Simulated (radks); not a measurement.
Species: neutral zirconium. Configuration: [Kr] 4d2 5s2.

Method: scalar-relativistic Kohn-Sham, PBE, spin-polarised, spherical densities, finite nucleus; open shells are filled with parallel spins first (spin-orbit coupling, left out, can overturn this in heavy ions); Fermi nuclear charge, rms radius 4.2694 fm; computed with a radial shooting solver on a logarithmic mesh with Libxc functionals.

Energy parts (eV):
part                       energy
total                  -97920.463
kinetic                100681.213
electron-nucleus      -235780.309
Hartree                 40278.493
exchange-correlation    -3099.859

Orbitals (lengths in bohr, moments of r in powers of bohr; <r^-3> diverges for s and p1/2; r(max) is where P^2 peaks):
| orbital | occ. | eigenvalue (eV) | <r^-3> | r(max) | <r^4> |
|---|---|---|---|---|---|
| 1s down | 1 | -17824.49 | - | 0.02414 | 8.872e-06 |
| 1s up | 1 | -17824.49 | - | 0.02414 | 8.872e-06 |
| 2s up | 1 | -2469.694 | - | 0.1370 | 0.001674 |
| 2s down | 1 | -2469.552 | - | 0.1370 | 0.001674 |
| 2p up | 3 | -2202.340 | 2153 | 0.1095 | 0.001202 |
| 2p down | 3 | -2202.237 | 2154 | 0.1095 | 0.001202 |
| 3s up | 1 | -404.6348 | - | 0.4082 | 0.09050 |
| 3s down | 1 | -404.5582 | - | 0.4082 | 0.09047 |
| 3p up | 3 | -317.5355 | 346.2 | 0.4023 | 0.1020 |
| 3p down | 3 | -317.4506 | 346.1 | 0.4023 | 0.1019 |
| 3d up | 5 | -174.6084 | 45.04 | 0.3474 | 0.1218 |
| 3d down | 5 | -174.4757 | 45.03 | 0.3475 | 0.1215 |
| 4s up | 1 | -54.8117 | - | 1.080 | 4.292 |
| 4s down | 1 | -53.8634 | - | 1.076 | 4.219 |
| 4p up | 3 | -32.8522 | 44.63 | 1.182 | 7.545 |
| 4p down | 3 | -31.7463 | 45.41 | 1.177 | 7.439 |
| 5s up | 1 | -4.6995 | - | 3.114 | 377.8 |
| 4d up | 2 | -4.0585 | 2.423 | 1.601 | 89.95 |
| 5s down | 1 | -4.0473 | - | 3.218 | 460.8 |
| 4d down | 0 | -2.8984 | 2.317 | 1.595 | 127.1 |

The highest occupied level is 5s down at -4.047 eV. The electron density at the nucleus is 7.611e+04 e/bohr^3 (large components only). For comparison, the ionisation energy in NIST's Atomic Spectra Database is 6.634 eV (measured). In exact Kohn-Sham theory the highest level is minus the ionisation energy, but local and semilocal functionals leave it too shallow, through self-interaction and a potential that decays too fast; potentials with the right tail come closer. Spin moment in Bohr magnetons: 2. The density falls to 0.001 e/bohr^3 at r = 5.07 bohr. The spin density at the nucleus is -0.198 e/bohr^3 (1s 0.006, 2s -0.246, 3s 0.168, 4s -1.326, 5s 1.200). Summed over all electrons, <r^2> = 65.77 bohr^2, which gives a Langevin (diamagnetic) susceptibility term of -52.1 x 10^-6 cm^3/mol.
